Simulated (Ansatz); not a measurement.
Reaction (formal hydrolysis of a W–O bond): `C[O][W]([NH2])(=[S])=[S]` + H₂O → `[NH2][W]([OH])(=[S])=[S]` + CH₃OH

Program: Ansatz. Geometries: PBE0-D4/def2-TZVP. ΔE: electronic, gas phase. CBS: MP2 limit from def2 TZ/QZ plus the TZ coupled-cluster correction, frozen cores. This one scheme is used for every species. Functionals use def2-TZVPP. Elements past krypton have def2 core potentials. For W outer-core shells are correlated without core-valence functions, which leaves a few kJ/mol of doubt a bond. One conformer a species, not always the lowest.

```tsv
species	CAM-B3LYP energy (Eh)
`C[O][W]([NH2])(=[S])=[S]`	-1034.74258
H₂O	-76.43858
`[NH2][W]([OH])(=[S])=[S]`	-995.45283
CH₃OH	-115.72462
```

(1) Work out ΔE.

(2) What do rigid-rotor, harmonic-oscillator terms from PBE0-D4/def2-TZVP frequencies (298.15 K, 1 bar) make of the CCSD(T)/CBS value? (Estimate.)

Largest T1 diagnostic among the species: 0.022, so the coupled-cluster value is less sure than usual.

Results:

(1) ΔE = (-995.45283) + (-115.72462) − (-1034.74258) − (-76.43858) = 0.00371 Eh = +9.7 kJ/mol. CCSD(T)/CBS gives +17.5 kJ/mol.

(2) The calculation gave: ΔZPE = +3.5 kJ/mol, ΔH = +17.7 kJ/mol, ΔS = 1 J/(mol·K), ΔG = +17.4 kJ/mol. Modes under 50 cm⁻¹ make the entropy rough.

Leaving LDA and LC-ωPBE aside and taking each functional with its dispersion term where it has one, the values, not all of them listed here, spread over 5.2 kJ/mol, from ωB97M-V to BLYP-D4. LDA lies +3.7 kJ/mol from PBE without D4. The D4 term adds +6.9 kJ/mol with B3LYP and +4.2 kJ/mol with PBE0; it sums over pairs of atoms, weighted by their polarisabilities, and B3LYP, whose exchange is more repulsive, gets the larger term.

B3LYP here is the variant with VWN-RPA as its local correlation; programs differ in this.
